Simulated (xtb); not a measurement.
C3H7BO2, SMILES OB1CC(O)C1. All values are semi-empirical tight-binding results from xtb (GFN2-xTB unless named), good for trends rather than for accurate numbers. Coordinates come from a GFN2-xTB optimisation. This is a generated structure with no PubChem entry under its InChIKey; it may be hypothetical. The values are those of a single conformer.

Optimised geometry:

Bonded distances (Å): O1–B2 1.327, O1–H7 0.958, B2–C3 1.589, B2–C6 1.594, C3–C4 1.552, C3–H8 1.088, C3–H9 1.089, C4–O5 1.406, C4–C6 1.545, C4–H10 1.099, O5–H11 0.963, C6–H12 1.089, C6–H13 1.088. Angles (°): B2–O1–H7 117.8, O1–B2–C3 132.4, O1–B2–C6 136.9, C3–B2–C6 90.5, B2–C3–C4 86.8, B2–C3–H8 121.1, B2–C3–H9 114.2, C4–C3–H8 115.3, C4–C3–H9 110.1, H8–C3–H9 107.8, C3–C4–O5 116.4, C3–C4–C6 93.8, C3–C4–H10 111.3, O5–C4–C6 112.6, O5–C4–H10 110.2, C6–C4–H10 111.7, C4–O5–H11 108.8, B2–C6–C4 86.9, B2–C6–H12 114.9, B2–C6–H13 122.0, C4–C6–H12 108.8, C4–C6–H13 114.9, H12–C6–H13 107.6.
Charge 0, spin multiplicity 1.

* **orbital gap**: 5.25 eV
* **dipole moment**: 1.49 D
* **zero-point energy**: 64.2 kcal/mol
* **G − E(el) at 298.15 K (modified RRHO)**: 45.4 kcal/mol
* **static polarisability (D4 model)**: 54.5 bohr³
* **solvation energy, GFN2-xTB/ALPB(water)**: -9.2 kcal/mol
* **solvation energy, GFN2-xTB/ALPB(methanol)**: -9.0 kcal/mol

Task: Give the IR lines (harmonic; lines under 4 % of the strongest left out, lines within 3 cm⁻¹ merged). (The exact figures need the calculation; the answer reports its results.)

Result: ν (cm⁻¹): 265 (m), 308 (m), 552 (w), 562 (w), 701 (m), 890 (m), 898 (m), 927 (w), 1017 (m), 1069 (w), 1102 (s), 1204 (w), 1212 (m), 1276 (m), 1341 (w), 1416 (vs), 1435 (w), 2856 (m), 2995 (w), 3000 (m), 3009 (w) (against the strongest line: vs over 80 %, s over 45 %, m over 15 %, w over 4 %, vw less)

Computed atomic charges and the Wiberg bond orders between heavy atoms:
charges (e) O1 -0.42, B2 0.35, C3 -0.17, C4 0.12, O5 -0.45, C6 -0.18, H7 0.31, H8 0.03, H9 0.05, H10 0.00, H11 0.28, H12 0.06, H13 0.03. Bond orders O1–B2 1.30, B2–C3 0.98, C3–C4 0.98, C4–O5 0.99, B2–C6 0.98, C4–C6 0.99.
